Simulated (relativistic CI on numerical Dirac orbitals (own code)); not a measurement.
**Eu⁴⁺ (4f5) in a crystal field**

Calculated by Dirac-Coulomb-Breit CI, orbitals from a KLI potential per configuration, model QED, valence Slater integrals scaled by 0.8, one configuration in a parametric crystal field (own radial code).

Field parameters in Wybourne normalisation; cubic f-shell fields have B⁴₄ = √(5/14) B⁴₀ and B⁶₄ = −√(7/2) B⁶₀. The field is a parameter set, without covalency.

S and J are read from ⟨S²⟩ = S(S + 1) and ⟨J²⟩ = J(J + 1) of each level; they are not fictitious spins.

Oh, B40 = -1500, B60 = -550 cm⁻¹, the lowest 10 levels:

```csv
E (cm⁻¹),Degeneracy,Irrep,S,J
0.0,4,Γ8,2.45,2.54
166,2,Γ7,2.45,2.51
1306,4,Γ8,2.47,3.50
1424,2,Γ7,2.47,3.51
1573,2,Γ6,2.47,3.50
2802,4,Γ8,2.48,4.50
2926,4,Γ8,2.48,4.50
3070,2,Γ6,2.48,4.50
4362,2,Γ7,2.48,5.50
4469,2,Γ6,2.48,5.49
```

C2v, B20 = 220, B22 = -390, B40 = 70, B42 = 720, B44 = -590, B60 = 440, B62 = -310, B64 = -330, B66 = 80 cm⁻¹, the lowest 16 levels:

```csv
E (cm⁻¹),Degeneracy,S,J
0.0,2,2.45,2.53
218,2,2.45,2.51
256,2,2.45,2.51
1361,2,2.47,3.51
1461,2,2.47,3.49
1526,2,2.47,3.50
1612,2,2.47,3.50
2873,2,2.48,4.51
2942,2,2.48,4.49
2984,2,2.48,4.50
3063,2,2.48,4.50
3111,2,2.48,4.50
4454,2,2.48,5.51
4553,2,2.48,5.49
4597,2,2.48,5.50
4633,2,2.48,5.50
```

Principal g values of the ground doublet: 0.15, 0.23, 1.01.

The next free-ion level lies 1320 cm⁻¹ above the lowest; the field splits the ground level into components whose J stays near 5/2 as long as their spread is small against that gap.

Levels of this model without a field, named by their leading LS term (the scale mimics covalency, so terms lie below those of the real free ion): 6H°_5/2 0, 6H°_7/2 1320, 6H°_9/2 2825, 6H°_11/2 4439, 6H°_13/2 6108, 6F°_1/2 7442, 6F°_3/2 7681, 6H°_15/2 7786 cm⁻¹.
